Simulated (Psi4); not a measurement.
H$_{2}$BrClInN (SMILES [NH2][In]([Cl])[Br]), singlet, at a GFN2-xTB geometry (such geometries of metal compounds can be far from the true shape) (core potentials on In); PBE/def2-SVPD (Psi4).

Here is a job for Psi4.
```
memory 2 GB

molecule mol {
0 1
  In   -0.002320    0.310301   -0.460419
  Cl    2.177258    0.183680   -1.159231
  Br   -0.688040   -0.941107    1.559864
  N    -1.340318    1.641510   -1.267962
  H    -2.298373    1.309834   -1.203631
  H    -1.137704    1.811026   -2.248396
}

set basis def2-svpd
set reference rks

energy('pbe')
print_variables()
```

It wrote (shortened):

```
   => Loading Basis Set <=

    Name: DEF2-SVPD
    Role: ORBITAL
    Keyword: BASIS

    !!!  WARNING: ECP capability is in beta. Please check occupations closely.  !!!

         ---------------------------------------------------------
                                   SCF
               by Justin Turney, Rob Parrish, Andy Simmonett
                          and Daniel G. A. Smith
                              RKS Reference
         ---------------------------------------------------------

  ==> Geometry <==

    Molecular point group: c1
    Full point group: C1

    Geometry (in Angstrom), charge = 0, multiplicity = 1:

       Center              X                  Y                   Z               Mass
    ------------   -----------------  -----------------  -----------------  -----------------
         IN           0.000379533775     0.335060082055    -0.494839852555   114.903878776000
         CL           2.179957533775     0.208439082055    -1.193651852555    34.968852682000
         BR          -0.685340466225    -0.916347917945     1.525443147445    78.918337600000
         N           -1.337618466225     1.666269082055    -1.302382852555    14.003074004430
         H           -2.295673466225     1.334593082055    -1.238051852555     1.007825032230
         H           -1.135004466225     1.835785082055    -2.282816852555     1.007825032230

  Running in c1 symmetry.

  Rotational constants: A =      0.09827  B =      0.03505  C =      0.02589 [cm^-1]
  Rotational constants: A =   2945.92636  B =   1050.78629  C =    776.15662 [MHz]
  Nuclear repulsion =  433.216933004508917

  Charge       = 0
  Multiplicity = 1
  Electrons    = 82
  Nalpha       = 41
  Nbeta        = 41

  ==> Algorithm <==

  SCF Algorithm Type is DF.
  DIIS enabled.
  MOM disabled.
  Fractional occupation disabled.
  Guess Type is SAD.
  Energy threshold   = 1.00e-06
  Density threshold  = 1.00e-06
  Integral threshold = 1.00e-12

  ==> Primary Basis <==

  Basis Set: DEF2-SVPD
    Blend: DEF2-SVPD
    Number of shells: 54
    Number of basis functions: 136
    Number of Cartesian functions: 147
    Spherical Harmonics?: true
    Max angular momentum: 2

  Core potential: DEF2-SVPD
    Number of shells: 4
    Number of ECP primitives: 18
    Number of ECP core electrons: 28
    Max angular momentum: 3

  ==> DFT Potential <==

   => LibXC <=

    Version 7.1.2
    S. Lehtola, C. Steigemann, M. J. T. Oliveira, and M. A. L. Marques,  SoftwareX 7, 1–5 (2018) (10.1016/j.softx.2017.11.002)

   => Composite Functional: PBE <=

    PBE GGA Exchange-Correlation Functional

    J.P. Perdew et. al., Phys. Rev. Lett., 77(18), 3865-3868, 1996

    Deriv               =              1
    GGA                 =           TRUE
    Meta                =          FALSE

    Exchange Hybrid     =          FALSE
    MP2 Hybrid          =          FALSE

   => Exchange Functionals <=

    1.0000     XC_GGA_X_PBE

   => Correlation Functionals <=

    1.0000     XC_GGA_C_PBE

   => LibXC Density Thresholds  <==

    XC_GGA_C_PBE:  1.00E-12
    XC_GGA_X_PBE:  1.00E-15

   => Molecular Quadrature <=

    Radial Scheme          =       TREUTLER
    Pruning Scheme         =           NONE
    Nuclear Scheme         =       TREUTLER

    Blocking Scheme        =         OCTREE
    BS radius alpha        =              1
    Pruning alpha          =              1
    Radial Points          =             75
    Spherical Points       =            302
    Total Points           =         130898
    Total Blocks           =           1066
    Max Points             =            256
    Max Functions          =            130
    Weights Tolerance      =       1.00E-15

   => Loading Basis Set <=

    Name: (DEF2-SVPD AUX)
    Role: JKFIT
    Keyword: DF_BASIS_SCF

  ==> Integral Setup <==

  SCF_SUBTYPE=INCORE selected. In-core MEM_DF algorithm will be used.
  Using in-core AOs.

  ==> MemDFJK: Density-Fitted J/K Matrices <==

    J tasked:                   Yes
    K tasked:                    No
    wK tasked:                   No
    Algorithm:                 Core
    Schwarz Cutoff:           1E-12
    Mask sparsity (%):       5.5471
    Fitting Condition:        1E-10

   => Auxiliary Basis Set <=

  Basis Set: (DEF2-SVPD AUX)
    Blend: DEF2-UNIVERSAL-JKFIT
    Number of shells: 181
    Number of basis functions: 725
    Number of Cartesian functions: 968
    Spherical Harmonics?: true
    Max angular momentum: 5

  Minimum eigenvalue in the overlap matrix is 5.3866227701E-04.
  Reciprocal condition number of the overlap matrix is 7.5869484561E-05.
    Using symmetric orthogonalization.

  ==> Pre-Iterations <==

  SCF Guess: Superposition of Atomic Densities via on-the-fly atomic UHF (no occupation information).

   -------------------------
    Irrep   Nso     Nmo
   -------------------------
     A        136     136
   -------------------------
    Total     136     136
   -------------------------

  ==> Iterations <==

                           Total Energy        Delta E     RMS |[F,P]|

   @DF-RKS iter SAD: -3277.10507494073909   -3.27711e+03   0.00000e+00
   @DF-RKS iter   1: -3278.55398889244634   -1.44891e+00   1.30365e-02 DIIS/ADIIS
   @DF-RKS iter   2: -3275.81260976920430    2.74138e+00   1.77203e-02 DIIS/ADIIS
   @DF-RKS iter   3: -3278.98017127792446   -3.16756e+00   6.90719e-03 DIIS/ADIIS
   @DF-RKS iter   4: -3279.41475550936229   -4.34584e-01   1.04384e-03 DIIS/ADIIS
   @DF-RKS iter   5: -3279.41746695959046   -2.71145e-03   1.04095e-03 DIIS/ADIIS
   @DF-RKS iter   6: -3279.42950945214216   -1.20425e-02   2.42740e-04 DIIS/ADIIS
   @DF-RKS iter   7: -3279.43027544478173   -7.65993e-04   4.05267e-05 DIIS
   @DF-RKS iter   8: -3279.43029342302043   -1.79782e-05   8.11919e-06 DIIS
   @DF-RKS iter   9: -3279.43029409572000   -6.72700e-07   4.03038e-06 DIIS
   @DF-RKS iter  10: -3279.43029428693535   -1.91215e-07   1.26910e-06 DIIS
   @DF-RKS iter  11: -3279.43029430414526   -1.72099e-08   3.18414e-07 DIIS
  Energy and wave function converged.

  ==> Post-Iterations <==

   Electrons on quadrature grid:
      Ntotal   =   81.9999756004 ; deviation = -2.440e-05

    Orbital Energies [Eh]
    ---------------------

    Doubly Occupied:

[...]
    Virtual:

[...]
    Final Occupation by Irrep:
              A
    DOCC [    41 ]
    NA   [    41 ]
    NB   [    41 ]

  @DF-RKS Final Energy: -3279.43029430414526

   => Energetics <=

    Nuclear Repulsion Energy =            433.2169330045089168
    One-Electron Energy =               -5491.4940753602286350
    Two-Electron Energy =                1922.1555122597146692
    DFT Exchange-Correlation Energy =    -143.3086642081402431
    Empirical Dispersion Energy =           0.0000000000000000
    VV10 Nonlocal Energy =                  0.0000000000000000
    Total Energy =                      -3279.4302943041452636

Computation Completed

Properties will be evaluated at   0.000000,   0.000000,   0.000000 [a0]

Properties computed using the SCF density matrix

 Multipole Moments:

 ------------------------------------------------------------------------------------
     Multipole            Electronic (a.u.)      Nuclear  (a.u.)        Total (a.u.)
 ------------------------------------------------------------------------------------

 L = 1.  Multiply by 2.5417464519 to convert [e a0] to [Debye]
 Dipole X            :         -1.2397985            0.5410754           -0.6987231
 Dipole Y            :         12.7743458          -12.5821542            0.1921916
 Dipole Z            :        -19.7269640           19.0281117           -0.6988523
 Magnitude           :                                                    1.0067502

 ------------------------------------------------------------------------------------

  Variable Map:
  ----------------------------------------------------------------------------
[...]
  Array Variable Map:
  ----------------------------------------------------------------------------
[...]
[...]
```
